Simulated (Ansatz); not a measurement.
`c1coc(-c2ccc(-c3ccc(-c4ccc(-c5ccco5)o4)o3)o2)c1`. The state is a singlet with charge 0. Geometry PBE-D4/def2-SVP; atoms count from 1.

```xyz
37

C     6.365   -4.596    0.206
C     6.036   -5.198    1.399
O     4.855   -4.705    1.874
C     4.417   -3.769    0.974
C     3.177   -3.112    1.275
C     2.280   -3.223    2.329
C     1.230   -2.302    2.062
C     1.549   -1.682    0.859
C     0.892   -0.677    0.080
C     1.199   -0.050   -1.122
C     0.143    0.867   -1.379
C    -0.747    0.747   -0.319
C    -1.986    1.391   -0.003
C    -2.873    1.267    1.060
C    -3.930    2.183    0.806
C    -3.628    2.812   -0.396
C    -4.308    3.822   -1.161
C    -5.497    4.510   -0.960
C    -5.642    5.392   -2.075
C    -4.540    5.184   -2.875
O    -3.727    4.236   -2.330
O    -2.444    2.330   -0.887
O    -0.293   -0.193    0.570
O     2.734   -2.175    0.379
C     5.317   -3.663   -0.076
H     7.256   -4.796   -0.399
H     6.512   -5.964    2.018
H     2.383   -3.896    3.186
H     0.339   -2.102    2.666
H     2.087   -0.241   -1.733
H     0.031    1.544   -2.232
H    -2.759    0.591    1.913
H    -4.813    2.367    1.426
H    -6.179    4.391   -0.111
H    -6.461    6.094   -2.264
H    -4.201    5.612   -3.823
H     5.223   -2.995   -0.937
```

Single mean-field runs in def2-TZVP are fitted with def2-universal-jkfit.

Q: Estimate the Mulliken populations of the heavy atoms from the PBE0/def2-TZVP orbitals of Ansatz.

A: 
| atom | charge (e) |
| --- | --- |
| C1 | -0.13 |
| C2 | -0.06 |
| O3 | -0.21 |
| C4 | 0.16 |
| C5 | 0.27 |
| C6 | -0.19 |
| C7 | -0.24 |
| C8 | 0.21 |
| C9 | 0.22 |
| C10 | -0.22 |
| C11 | -0.22 |
| C12 | 0.21 |
| C13 | 0.20 |
| C14 | -0.24 |
| C15 | -0.20 |
| C16 | 0.28 |
| C17 | 0.15 |
| C18 | -0.28 |
| C19 | -0.12 |
| C20 | -0.07 |
| O21 | -0.20 |
| O22 | -0.21 |
| O23 | -0.22 |
| O24 | -0.22 |
| C25 | -0.28 |
Mulliken values depend strongly on the basis.

Q: And the Mayer bond orders between heavy atoms (over 0.3)?

A: C1–C2 1.64 (1.38 Å); C1–C25 1.30 (1.43 Å); C2–O3 1.12 (1.36 Å); O3–C4 1.10 (1.37 Å); C4–C5 1.04 (1.44 Å); C4–C25 1.51 (1.39 Å); C5–C6 1.48 (1.39 Å); C5–O24 1.11 (1.37 Å); C6–C7 1.25 (1.42 Å); C7–C8 1.48 (1.39 Å); C8–C9 1.07 (1.43 Å); C8–O24 1.11 (1.37 Å); C9–C10 1.48 (1.39 Å); C9–O23 1.11 (1.37 Å); C10–C11 1.25 (1.42 Å); C11–C12 1.48 (1.39 Å); C12–C13 1.07 (1.43 Å); C12–O23 1.12 (1.37 Å); C13–C14 1.48 (1.39 Å); C13–O22 1.13 (1.37 Å); C14–C15 1.28 (1.42 Å); C15–C16 1.50 (1.39 Å); C16–C17 1.03 (1.44 Å); C16–O22 1.10 (1.37 Å); C17–C18 1.51 (1.39 Å); C17–O21 1.10 (1.37 Å); C18–C19 1.31 (1.43 Å); C19–C20 1.63 (1.38 Å); C20–O21 1.14 (1.36 Å).
